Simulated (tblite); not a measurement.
H8OSSi3.
SMILES with atom numbers: `[SiH3:1][O:2][SiH2:3][SiH2:4][SH:5]` (hydrogens: H6, H7, H8 on Si1; H9, H10 on Si3; H11, H12 on Si4; H13 on S5)

The geometry is computed with GFN2-xTB (gas phase).

**Question.** List the bond lengths, angles and torsions at this level.

**Answer.** 
```
                  bond  length (pm)
                Si1–O2        162.1
                O2–Si3        162.0
               Si3–Si4        230.1
                Si4–S5        216.4
Si1–H6, Si1–H7, Si1–H8        146.0
       Si3–H9, Si3–H10        146.9
      Si4–H11, Si4–H12        146.7
                S5–H13        132.5
```

Bonds in one row agree within 1 pm and their mean is given. A selection of angles:
```
      angle  degrees
  O2–Si1–H6    104.2
  O2–Si1–H7    105.6
  O2–Si1–H8    108.6
  H6–Si1–H7    113.2
  H7–Si1–H8    112.0
 Si1–O2–Si3    159.9
 O2–Si3–Si4    102.3
  O2–Si3–H9    106.8
 Si4–Si3–H9    116.9
Si4–Si3–H10    114.9
 H9–Si3–H10    107.4
 Si3–Si4–S5    110.2
Si3–Si4–H11    116.7
 S5–Si4–H11    104.5
 S5–Si4–H12     99.7
H11–Si4–H12    106.1
 Si4–S5–H13     97.5
```

Torsions: Si1–O2–Si3–Si4 164° (antiperiplanar); O2–Si3–Si4–S5 -177° (antiperiplanar); H13–S5–Si4–Si3 52° (synclinal). The mirror-image conformer, all signs reversed, is as good.

S5 (sulfur bonded to Si and H) is bent (angle 97.5°). Si3 (oxygen-bound silicon) is distorted tetrahedral (angles from 102.3° to 116.9°). Si1 (oxygen-bound silicon) is distorted tetrahedral (angles from 104.2° to 113.2°). Si4 (SiH2 silicon) is distorted tetrahedral (angles from 99.7° to 117.6°).

Its GFN2-xTB frequencies are all real (lowest 15 cm⁻¹). The numbers are those of one conformer (Si1–O2–Si3–Si4 164°, O2–Si3–Si4–S5 -177°, Si3–Si4–S5–H 52°).
